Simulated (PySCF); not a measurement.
# GeF: one state, many levels of theory

State: ²Π (doublet), unpaired electrons π ↑. Set-up: PySCF, no relativity, basis sets Ge def2-TZVPPD, F def2-TZVPPD. De refers to Ge + F in their high-spin ground configurations, without counterpoise correction. The functionals are run spin-unrestricted. A positive dipole means Ge(−)F(+).

| Level | Re (Å) | ωe (cm⁻¹) | De (eV) | μ (D) |
| --- | --- | --- | --- | --- |
| UHF | 1.733 | 702 | 3.42 | -1.85 |
| UHF-MP2 | 1.758 | 664 | 5.49 | n/a |
| UHF-SCS-MP2 | 1.760 | 661 | 5.33 | n/a |
| UHF-CCSD | 1.751 | 676 | 5.04 | n/a |
| UHF-CCSD(T) | 1.757 | 665 | 5.20 | n/a |
| PBE | 1.783 | 625 | 5.63 | -1.80 |
| revPBE | 1.792 | 614 | 5.36 | -1.82 |
| BP86 | 1.783 | 626 | 5.62 | -1.78 |
| r²SCAN | 1.756 | 663 | 5.40 | -1.65 |
| PBE0 | 1.757 | 663 | 5.25 | -1.80 |
| r²SCAN0 | 1.742 | 685 | 5.09 | -1.72 |
| B97-3 | 1.767 | 649 | 5.28 | -1.88 |
| M06-2X | 1.757 | 678 | 5.35 | -1.89 |
| ωB97X | 1.760 | 663 | 5.52 | -1.88 |

The bond length runs from 1.733 Å (UHF) to 1.792 Å (revPBE). De spans 3.42 eV (UHF, mean field) to 5.63 eV (PBE, GGA). Correlation at CCSD(T) changes the Hartree–Fock bond energy by +1.78 eV; the triples alone change it by +0.16 eV.

Correlated steps freeze 10 core orbitals. Spin–orbit coupling is left out. The state is the lowest determinant that a PBE0 search found; another state may lie lower at other levels.

The whole job (state search and all levels along the bond) took about 8.4 min on 2 threads of Intel Xeon Platinum 8488C (shared host), peak memory 3.2 GiB.
